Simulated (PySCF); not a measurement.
## Electron correlation in Li⁻ (lithium, charge -1)

[He] 2s2, closed-shell 1S. All numbers are calculated (PySCF 2.14, the spin-free X2C one-electron Hamiltonian (Gaussian nucleus), in x2c-TZVPPall with one added diffuse shell each of s, p type (6s4p1d, 23 functions)). Frozen: nothing; 4 electrons correlated.

```json
{"level": "CCSD", "correlation energy (mhartree)": "-61.44"}
{"level": "(T)", "correlation energy (mhartree)": "-0.24"}
{"level": "CCSD(T)", "correlation energy (mhartree)": "-61.68"}
{"level": "CCSDT", "correlation energy (mhartree)": "-61.70"}
```

Diagnostics: T1 = 0.038, D1 = 0.0756, largest double amplitude 0.123.

T1 exceeds 0.03, a sign that the reference determinant is poor.

Cost of the coupled-cluster step: roughly 0.06 core-seconds, for 4 correlated electrons.

This basis was not built for core-valence correlation, so the inner-shell part is incomplete.
